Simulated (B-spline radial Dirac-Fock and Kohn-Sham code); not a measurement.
# Yb: eigenvalues, ΔSCF and the reference

System: the Yb atom, configuration [Xe] 4f14 6s2.

The density-functional columns are spherical, spin-unpolarised Dirac-Kohn-Sham results without Breit or QED terms: −ε is minus the orbital energy of the initial state and ΔSCF the difference of two total energies, and "half-occupied" is minus the orbital energy with half an electron removed (Slater transition state). The reference in the last column comes from multi-electron Dirac-Fock with separately optimised hole states, Breit and Lamb-shift corrections added in first order. All numbers are from a radial B-spline solver, in eV; a selection of levels is shown. The Kohn-Sham columns are given as differences from the reference. For the 1s level of heavy atoms much of the gap between ΔSCF and the reference is the Breit and QED part, -290.1 eV here; for other levels the error of the functional can be larger.

| level | PBE −ε − DF | PBE ΔSCF − DF | LDA ΔSCF − DF | LDA half-occupied − DF | Dirac-Fock |
| --- | --- | --- | --- | --- | --- |
| K | -177.9 | +334.4 | +279.1 | +280.2 | 61328.0 |
| L1 | -139.6 | -50.3 | -57.7 | -57.9 | 10494.2 |
| L2 | -100.5 | +15.4 | +12.0 | +11.8 | 9978.1 |
| L3 | -112.3 | -11.4 | -13.5 | -13.8 | 8942.9 |
| M1 | -68.9 | -46.2 | -48.3 | -48.6 | 2402.7 |
| M2 | -53.8 | -29.2 | -30.0 | -30.2 | 2176.9 |
| M3 | -53.2 | -31.0 | -31.5 | -31.7 | 1954.1 |
| M4 | -33.1 | -5.5 | -5.4 | -5.6 | 1574.8 |
| M5 | -34.0 | -7.3 | -7.2 | -7.4 | 1527.2 |
| N1 | -33.3 | -24.3 | -25.3 | -25.5 | 492.4 |
| N2 | -26.7 | -17.8 | -18.2 | -18.4 | 400.5 |
| N3 | -26.9 | -18.3 | -18.9 | -19.1 | 350.4 |
| N4 | -16.2 | -7.7 | -7.8 | -8.0 | 199.3 |
| N5 | -16.3 | -7.9 | -8.0 | -8.2 | 190.2 |
| N6 | -2.2 | +5.2 | +5.5 | +5.3 | 5.93 |
| N7 | -2.2 | +5.1 | +5.3 | +5.2 | 4.68 |
| O1 | -8.4 | -2.2 | -2.0 | -2.1 | 63.23 |
| O2 | -4.1 | +1.7 | +2.0 | +1.9 | 35.86 |
| O3 | -4.1 | +1.4 | +1.6 | +1.5 | 29.85 |
| P1 | -1.2 | +1.4 | +1.6 | +1.6 | 5.14 |

Values without a named source are computed, but for edge energies of neutral atoms, which are taken from tables.
